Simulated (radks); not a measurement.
Results of a calculation; reference values are marked as such.
Ionisation of the dysprosium ion Dy+, [Xe] 4f10 6s1, to [Xe] 4f10 as the strength of local exchange is varied. Code: a radial shooting solver on a logarithmic mesh with Libxc functionals. Model: scalar-relativistic Kohn-Sham, Slater X-alpha exchange (alpha = 2/3 is LDA exchange), no correlation, spin-polarised, spherical densities, finite nucleus; open shells are filled with parallel spins first (spin-orbit coupling, left out, can overturn this in heavy ions); Fermi nuclear charge, rms radius 5.2218 fm.

alpha  E(Dy+) (hartree)  exchange (hartree)  IE (eV)  -e of the level emptied (eV)  <r> of it (bohr)
0.641       -12131.9850           -238.6256   11.292                    8.675 (6s)             3.735
0.667       -12141.7067           -248.5232   11.437                    8.831 (6s)             3.713
0.813       -12196.4560           -304.4094   12.279                    9.743 (6s)             3.596
0.858       -12213.3847           -321.7394   12.547                   10.036 (6s)             3.560
0.91        -12232.9782           -341.8264   12.862                   10.380 (6s)             3.521
0.925       -12238.6365           -347.6330   12.954                   10.481 (6s)             3.509
1.025       -12276.4296           -386.4825   13.576                   11.165 (6s)             3.435

NIST Atomic Spectra Database: 11.65 eV (semi-empirical). The Delta-SCF value meets it near alpha = 0.70. Open shells are spherical and high-spin; term and fine-structure splittings are not resolved. Spin-orbit splitting is averaged out at the scalar-relativistic level.
